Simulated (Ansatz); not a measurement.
`BC=O` + `[SiH3][SiH2][SeH]` → `B[Se][SiH2][SiH3]` + `C=O` at 700 K and 1 bar (ligand exchange at a B–C bond).

Calculated with Ansatz (gas phase, PBE0-D4/def2-TZVP geometries, no zero-point term in ΔE). CBS: MP2 limit from def2 TZ/QZ plus the TZ coupled-cluster correction, frozen cores. This one scheme is used for every species. For Se outer-core shells are correlated without core-valence functions, which leaves a few kJ/mol of doubt a bond. Scalar relativity is left out up to krypton. One conformer a species, not always the lowest.

```json
{"species": "`BC=O`", "CCSD(T)/CBS energy (Eh)": "-139.76288", "H − E (kJ/mol)": "143.8", "S (J/(mol·K))": "330.2"}
{"species": "`[SiH3][SiH2][SeH]`", "CCSD(T)/CBS energy (Eh)": "-2982.48284", "H − E (kJ/mol)": "204.9", "S (J/(mol·K))": "459.5"}
{"species": "`B[Se][SiH2][SiH3]`", "CCSD(T)/CBS energy (Eh)": "-3007.88916", "H − E (kJ/mol)": "257.0", "S (J/(mol·K))": "513.5"}
{"species": "`C=O`", "CCSD(T)/CBS energy (Eh)": "-114.39408", "H − E (kJ/mol)": "97.4", "S (J/(mol·K))": "254.3"}
```

H − E and S are ideal-gas, rigid-rotor, harmonic terms from PBE0-D4/def2-TZVP, for one conformer and one mirror image of each species. 1 Eh = 2625.50 kJ/mol, R = 8.31446 J/(mol·K).

By hand: ΔE, ΔH, ΔS and ΔG.

ΔE = (-3007.88916) + (-114.39408) − (-139.76288) − (-2982.48284) = -0.03752 Eh = -98.5 kJ/mol. Δ(H − E) = 257.0 + 97.4 − 143.8 − 204.9 = 5.7, so ΔH = -92.8 kJ/mol. ΔS = 513.5 + 254.3 − 330.2 − 459.5 = -21.9 J/(mol·K). ΔG = -92.8 − 700 × (-21.9)/1000 = -77.5 kJ/mol.

By hand: the equilibrium constant, and the temperature at which ΔG would vanish if ΔH and ΔS stayed fixed.

log₁₀ K = −ΔG/(RT ln 10) = 5.8. ΔG = 0 at ΔH/ΔS = 4237 K, far beyond where these terms or the molecules hold.

ΔH outweighs TΔS. A doubt of 5 kJ/mol in ΔE shifts log₁₀ K by 0.4 here. Other conformers and mirror images would add mixing entropy, several J/(mol·K) or more a flexible species. Modes under 60 cm⁻¹, often nearly free rotors, make the harmonic entropy too high. These are equilibria of isolated gas molecules and say nothing of rates. Largest T1 diagnostic: 0.021 (customary marks: 0.02 for closed shells, 0.045 for open ones).
